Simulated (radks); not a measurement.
The numbers below are computed, except where a source is named.
Species: Tc. Configuration: [Kr] 4d6 5s1 (not the ground configuration). Code: a radial shooting solver on a logarithmic mesh with Libxc functionals. Model: Dirac Kohn-Sham, PBE, spin-unpolarised, spherical densities, finite nucleus; open shells fill j = l - 1/2 first; Fermi nuclear charge, rms radius 4.4112 fm.

X-ray form factor f0, the Fourier transform of the density (f0(0) = 43):

sin(theta)/lambda (1/angstrom)  f0 (electrons)
0.05                                    42.040
0.1                                     39.701
0.15                                    36.881
0.2                                     34.079
0.25                                    31.471
0.3                                     29.116
0.4                                     25.210
0.5                                     22.266
0.6                                     20.005
0.8                                     16.475
1                                       13.470
1.25                                    10.362
1.5                                      8.175
2                                        5.960
